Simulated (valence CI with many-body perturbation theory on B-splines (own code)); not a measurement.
As XXVIII: calculated level list

Method: relativistic CI+MBPT: four valence electrons over a frozen Dirac-Fock core [He], radial functions for each j: 9 s, 9 p, 8 d, 6 f, 3 g, 1 h, with the one-electron correlation potential Σ1, the two-electron term Σ2, the three-electron term Σ3, Breit, model QED; selected CI, second order for the rest, scaled by the run's own slope (own B-spline code, finite nucleus).

No measured spectrum was set against this ion. As an estimate, large intervals hold to a few tenths of a per cent, small ones and those within an open d or f shell to about a per cent. Among the levels kept, up to 510 cm⁻¹ of a level comes from second order outside the variational space, and about a tenth of that is noise between levels of different J, which matters for small intervals.

Levels 1 to 45 of 59, with energies above the lowest level, (2s^2 2p1/2^2) J=0. "Leading %" is the weight of the configuration and term that name the level; weights of strongly mixed levels are sums over their largest components and can fall short, so below about 35 % the name and the second component can differ from the true leading terms, or belong to a minority configuration. In the jj column 3d3/2^4 stands for four electrons in 3d with j = 3/2. Lifetimes count E1, E2, E3, M1 and M2 decay at the calculated energies, and are blank where another channel may lead or the interval is too uncertain; long ones can be off by a factor of two.

| No. | Configuration | Term | J | E (× 10³ cm⁻¹) | Leading % | g | Leading jj | Lifetime |
| --- | --- | --- | --- | --- | --- | --- | --- | --- |
| 1 | 2s2 2p2 | 3P | 0 | 0.00 | 81 |  | 2s^2 2p1/2^2 (96 %) |  |
| 2 | 2s2 2p2 | 3P | 1 | 256.97 | 99 | 1.495 | 2s^2 2p1/2 2p3/2 (99 %) | 4.01 μs |
| 3 | 2s2 2p2 | 3P | 2 | 328.71 | 54 | 1.266 | 2s^2 2p1/2 2p3/2 (95 %) | 359 μs |
| 4 | 2s2 2p2 | 1D | 2 | 641.35 | 54 | 1.222 | 2s^2 2p3/2^2 (94 %) | 1.53 μs |
| 5 | 2s2 2p2 | 1S | 0 | 814.11 | 79 |  | 2s^2 2p3/2^2 (94 %) | 596 ns |
| 6 | 2s 2p3 | 5S° | 2 | 916.02 | 83 | 1.901 | 2s 2p1/2^2 2p3/2 (61 %) | 1.24 ns |
| 7 | 2s 2p3 | 3D° | 1 | 1256.7 | 65 | 0.824 | 2s 2p1/2^2 2p3/2 (77 %) | 25.8 ps |
| 8 | 2s 2p3 | 3D° | 2 | 1308.5 | 68 | 1.312 | 2s 2p1/2 2p3/2^2 (70 %) | 56.9 ps |
| 9 | 2s 2p3 | 3D° | 3 | 1402.6 | 100 | 1.327 | 2s 2p1/2 2p3/2^2 (100 %) | 76.0 ps |
| 10 | 2s 2p3 | 3P° | 0 | 1554.8 | 100 |  | 2s 2p1/2 2p3/2^2 (100 %) | 21.4 ps |
| 11 | 2s 2p3 | 3P° | 1 | 1587.0 | 60 | 1.292 | 2s 2p1/2 2p3/2^2 (85 %) | 16.6 ps |
| 12 | 2s 2p3 | 3P° | 2 | 1638.9 | 38 | 1.269 | 2s 2p1/2 2p3/2^2 (60 %) | 16.2 ps |
| 13 | 2s 2p3 | 3S° | 1 | 1749.6 | 57 | 1.621 | 2s 2p1/2 2p3/2^2 (80 %) | 6.50 ps |
| 14 | 2s 2p3 | 1D° | 2 | 1911.7 | 65 | 1.162 | 2s 2p3/2^3 (63 %) | 12.0 ps |
| 15 | 2s 2p3 | 1P° | 1 | 2132.9 | 64 | 1.240 | 2s 2p3/2^3 (83 %) | 6.01 ps |
| 16 | 2p4 | 3P | 2 | 2533.8 | 80 | 1.399 | 2p1/2^2 2p3/2^2 (96 %) | 9.36 ps |
| 17 | 2p4 | 3P | 0 | 2703.4 | 64 |  | 2p1/2^2 2p3/2^2 (89 %) | 7.47 ps |
| 18 | 2p4 | 3P | 1 | 2826.1 | 99 | 1.495 | 2p1/2 2p3/2^3 (99 %) | 7.01 ps |
| 19 | 2p4 | 1D | 2 | 2918.8 | 80 | 1.088 | 2p1/2 2p3/2^3 (96 %) | 9.31 ps |
| 20 | 2p4 | 1S | 0 | 3343.0 | 63 |  | 2p3/2^4 (89 %) | 5.67 ps |
| 21 | 2s2 2p 3s | 3P° | 0 | 13317 | 97 |  | 2s^2 2p1/2 3s (97 %) | 169 fs |
| 22 | 2s2 2p 3s | 3P° | 1 | 13330 | 70 | 1.354 | 2s^2 2p1/2 3s (97 %) | 135 fs |
| 23 | 2s2 2p 3p | 3D | 1 | 13559 | 69 | 0.672 | 2s^2 2p1/2 3p1/2 (97 %) | 8.99 ps |
| 24 | 2s2 2p 3s | 3P° | 2 | 13651 | 96 | 1.495 | 2s^2 2p3/2 3s (96 %) | 145 fs |
| 25 | 2s2 2p 3p | 3P | 0 | 13671 | 76 |  | 2s^2 2p1/2 3p1/2 (92 %) | 1.69 ps |
| 26 | 2s2 2p 3s | 1P° | 1 | 13681 | 70 | 1.133 | 2s^2 2p3/2 3s (97 %) | 106 fs |
| 27 | 2s2 2p 3p | 3P | 1 | 13688 | 37 | 1.445 | 2s^2 2p1/2 3p3/2 (93 %) | 2.12 ps |
| 28 | 2s2 2p 3p | 3D | 2 | 13699 | 68 | 1.176 | 2s^2 2p1/2 3p3/2 (93 %) | 5.59 ps |
| 29 | 2s2 2p 3d | 3F° | 2 | 13923 | 74 | 0.755 | 2s^2 2p1/2 3d3/2 (98 %) | 129 fs |
| 30 | 2s2 2p 3p | 3P | 1 | 13928 | 28 | 1.540 | 2s^2 2p3/2 3p1/2 (56 %) | 504 fs |
| 31 | 2s 2p2 3s | 5P | 1 | 13949 | 55 | 2.095 | 2s 2p1/2^2 3s (44 %) | 320 fs |
| 32 | 2s2 2p 3p | 3P | 2 | 13958 | 41 | 1.266 | 2s^2 2p3/2 3p1/2 (86 %) | 2.43 ps |
| 33 | 2s2 2p 3p | 3D | 3 | 13989 | 96 | 1.331 | 2s^2 2p3/2 3p3/2 (96 %) | 6.70 ps |
| 34 | 2s2 2p 3p | 3S | 1 | 13998 | 54 | 1.596 | 2s^2 2p3/2 3p3/2 (86 %) | 2.76 ps |
| 35 | 2s2 2p 3d | 3P° | 2 | 13999 | 42 | 1.255 | 2s^2 2p1/2 3d5/2 (96 %) | 22.0 fs |
| 36 | 2s2 2p 3d | 3F° | 3 | 14000 | 61 | 1.116 | 2s^2 2p1/2 3d5/2 (94 %) | 32.1 fs |
| 37 | 2s2 2p 3d | 3D° | 1 | 14009 | 57 | 0.797 | 2s^2 2p1/2 3d3/2 (96 %) | 14.7 fs |
| 38 | 2s 2p2 3s | 3P | 0 | 14049 | 81 |  | 2s 2p1/2^2 3s (70 %) | 159 fs |
| 39 | 2s2 2p 3p | 1D | 2 | 14080 | 53 | 1.230 | 2s^2 2p3/2 3p3/2 (83 %) | 1.21 ps |
| 40 | 2s 2p2 3s | 5P | 2 | 14134 | 91 | 1.788 | 2s 2p1/2 2p3/2 3s (89 %) | 225 fs |
| 41 | 2s2 2p 3p | 1S | 0 | 14182 | 70 |  | 2s^2 2p3/2 3p3/2 (90 %) | 889 fs |
| 42 | 2s 2p2 3p | 5D° | 0 | 14193 | 79 |  | 2s 2p1/2^2 3p1/2 (75 %) | 481 fs |
| 43 | 2s 2p2 3p | 5D° | 1 | 14199 | 47 | 1.664 | 2s 2p1/2^2 3p1/2 (72 %) | 186 fs |
| 44 | 2s 2p2 3s | 3P | 1 | 14240 | 83 | 1.548 | 2s 2p1/2 2p3/2 3s (89 %) | 124 fs |
| 45 | 2s 2p2 3s | 5P | 3 | 14243 | 80 | 1.595 | 2s 2p1/2 2p3/2 3s (75 %) | 170 fs |

The ionisation energy to 2s2 2p 2P°_1/2 of the next ion comes out as 2942.4 eV (NIST: 2938 ± 3 eV (semi-empirical)). All 59 levels together are meant to be complete up to 14507 × 10³ cm⁻¹.
